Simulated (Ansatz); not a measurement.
Input file for Ansatz (a first-principles code): U-B2PLYP/def2-TZVPP on Cl2Ge (SMILES [Cl][Ge][Cl]), 2S+1 = 1, a spin state set in the input, which need not be the lowest. The run froze 24 orbitals, filled d shells among them.

Ansatz 0.2 input:
```yaml
crystal:
  periodic: [false, false, false]
  atoms:
    - {symbol: Cl, position_ang: [-1.69380341, -0.68510598, 0.00000000]}
    - {symbol: Ge, position_ang: [-0.00050437, 0.72667563, 0.00000000]}
    - {symbol: Cl, position_ang: [1.69475282, -0.68275404, 0.00000000]}
basis:
  gaussian:
    orbitals: def2-TZVPP
hamiltonian:
  xc: {name: B2PLYP}
correlation: {electrons: outside_noble_gas}
magnetization: {spin_polarized: true, initial_magnetization: 0}
```

Output:

```
WARN ansatz: RAYON_NUM_THREADS=6 ignored (pool sized by the plan → 6); use --threads N
Functional definition: B2PLYP
integrals: 0.14 GiB planned
825 factors; integrals over basis functions are off by at most 6.9e-4 eV
mean field: 0.96 GiB planned
mean field evaluation 1: about -81542.9144 eV, gradient 1.5e1 eV
mean field evaluation 2: about -81542.9756 eV, gradient 1.5e1 eV
mean field evaluation 4: about -81544.2483 eV, gradient 1.2e0 eV
mean field evaluation 8: about -81544.2588 eV, gradient 4.3e-2 eV
mean field evaluation 16: about -81544.2588 eV, gradient 2.4e-5 eV
mean field -81544.25879816 eV, -2996.6962381484 hartree, gradient 6.6e-7 eV, S^2 0.000000; 0 other end points of the search recorded, 0 dependent functions left out
24 core orbitals not correlated
reference -81544.25893916 eV, -2996.6962433304 hartree; 9, 9 occupied and 99, 99 virtual orbitals, 825 factors
second order -15.63060863 eV of doubles, -0.00000000 eV of singles
Total energy: -81548.47920349 eV, -2996.8513351839 hartree
```

The calculation finished and met its thresholds.

Cost: about 9 core-seconds (a rough figure).
